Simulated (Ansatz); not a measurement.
Reaction (ligand exchange at a B–O bond): `BO[SiH2][GeH2][F]` + `NC(F)S` → `BNC(F)S` + `O[SiH2][GeH2][F]`

Computed with Ansatz on PBE0-D4/def2-TZVP structures; ΔE is electronic, products minus reactants. CCSD(T)/CBS is the MP2 limit (def2-TZVPP, def2-QZVPP) plus CCSD(T) − MP2 in def2-TZVPP, frozen cores. DFT in def2-TZVPP. For Ge outer-core shells are correlated without core-valence functions, which leaves a few kJ/mol of doubt a bond. Scalar relativity is left out up to krypton. Each species was taken in one conformer, which may not be the lowest.

`BO[SiH2][GeH2][F]`:

Z-matrix (Å, degrees):
```
Si
O 1 1.657
Ge 1 2.389 2 107.9
H 1 1.485 2 108.0 3 -119.0
H 1 1.486 2 110.6 3 120.6
B 2 1.350 1 131.6 3 -108.7
F 3 1.752 1 105.2 2 61.6
H 3 1.538 1 114.8 2 -53.8
H 3 1.540 1 114.2 2 177.1
H 6 1.203 2 119.9 1 -3.1
H 6 1.197 2 117.8 1 177.3
```

`NC(F)S`:

Z-matrix (Å, degrees):
```
C
F 1 1.377
S 1 1.827 2 108.3
N 1 1.406 2 110.2 3 -122.4
H 1 1.091 2 107.1 3 118.3
H 3 1.344 1 96.8 2 50.7
H 4 1.011 1 113.9 2 82.6
H 4 1.007 1 113.4 2 -148.7
```

`BNC(F)S`:

Z-matrix (Å, degrees):
```
C
N 1 1.421
S 1 1.805 2 111.7
F 1 1.385 2 109.1 3 -122.5
H 1 1.092 2 110.8 3 121.9
B 2 1.392 1 129.6 3 10.9
H 2 1.010 1 111.4 3 -172.3
H 3 1.343 1 92.4 2 173.6
H 6 1.194 2 117.8 1 177.9
H 6 1.193 2 120.0 1 -2.8
```

`O[SiH2][GeH2][F]`:

Z-matrix (Å, degrees):
```
Si
Ge 1 2.398
O 1 1.645 2 103.4
H 1 1.486 2 111.5 3 -119.3
H 1 1.485 2 111.5 3 119.3
F 2 1.770 1 97.5 3 0.2
H 2 1.539 1 118.4 3 111.8
H 2 1.539 1 118.4 3 -111.4
H 3 0.962 1 115.2 2 -0.2
```

**Question.** Is it downhill or uphill in electronic energy at CCSD(T)/CBS, and by how much? (Estimate.)

**Answer.** The calculation gave: Downhill: ΔE = -0.04 eV.

**Question.** What do these levels give: PBE-D4, r2SCAN-D4, r2SCAN, HF/def2-TZVPP, SCS-MP2/def2-TZVPP, HF/CBS(def2)? (An estimate is asked.)

**Answer.** Ansatz gave: PBE-D4 -0.09, r2SCAN-D4 -0.05, r2SCAN -0.05, HF/def2-TZVPP 0.20, SCS-MP2/def2-TZVPP 0.00, HF/CBS(def2) 0.22 eV.

Largest T1 diagnostic among the species: 0.013.

In def2-TZVPP, CCSD(T) changes the Hartree–Fock value by −0.23 eV (the triples alone add −0.03 eV) and MP2 by −0.25 eV.
